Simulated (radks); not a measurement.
Problem. Isoelectronic series with 3 electrons, all held in the configuration [He] 2s1, which need not be the ground one along the series. Calculated with a radial shooting solver on a logarithmic mesh with Libxc functionals: non-relativistic Kohn-Sham, LDA (Slater exchange, Perdew-Wang correlation), spin-polarised, spherical densities, point nucleus; open shells are filled with parallel spins first. Total energies (hartree) and mean radii <r> (bohr) (* marks an orbital that is empty in some or all of the ions):

ion    E (hartree)  2s down*   2s up  1s down
Li        -7.34328     4.258   3.823   0.5883
Be+      -14.11468     2.376   2.265   0.4234
B2+      -23.13503     1.679   1.630   0.3305
C3+      -34.40379     1.305   1.277   0.2709
N4+      -47.92117     1.069   1.051   0.2295
O5+      -63.68744    0.9054  0.8930   0.1991
F6+      -81.70279    0.7858  0.7767   0.1758
Ne7+    -101.96740    0.6943  0.6874   0.1574
Mg9+    -149.24484    0.5633  0.5589   0.1301
Al10+   -176.25784    0.5148  0.5112   0.1197
Si11+   -205.52046    0.4740  0.4710   0.1109
S13+    -270.79471    0.4092  0.4070  0.09658
Cl14+   -306.80642    0.3830  0.3811  0.09074
Ar15+   -345.06790    0.3600  0.3583  0.08557

Estimate the row of P12+.

Solution. E (hartree) -237.03274; 2s down* 0.4392; 2s up 0.4367; 1s down 0.1032.
